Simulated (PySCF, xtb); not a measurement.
Ta(NH)(OH)2(NH2) (H5N2O2Ta), SMILES [NH]=[Ta]([OH])([OH])[NH2], multiplicity 1. One conformer was computed; it need not be the lowest.

Harmonic wavenumbers (cm⁻¹) from xtb with GFN2-xTB at its own minimum, in rising order: 66, 124, 131, 152, 164, 269, 315, 319, 328, 358, 383, 465, 485, 491, 512, 529, 594, 900, 1526, 3389, 3442, 3459, 3660, 3666.

### Question
What does PBE0-D3(BJ)/def2-SVP run with PySCF 2.14.0 give at its own minimum? (Estimate from the structure and the level; the computed values follow.)

### Answer
174, 179, 188, 193, 224, 316, 334, 366, 438, 462, 475, 591, 591, 609, 686, 706, 710, 1002, 1517, 3583, 3692, 3705, 3973, 3976. Paired by order, the mean absolute difference is 124 cm⁻¹ and the zero-point energies are 36.8 and 41.0 kcal/mol.
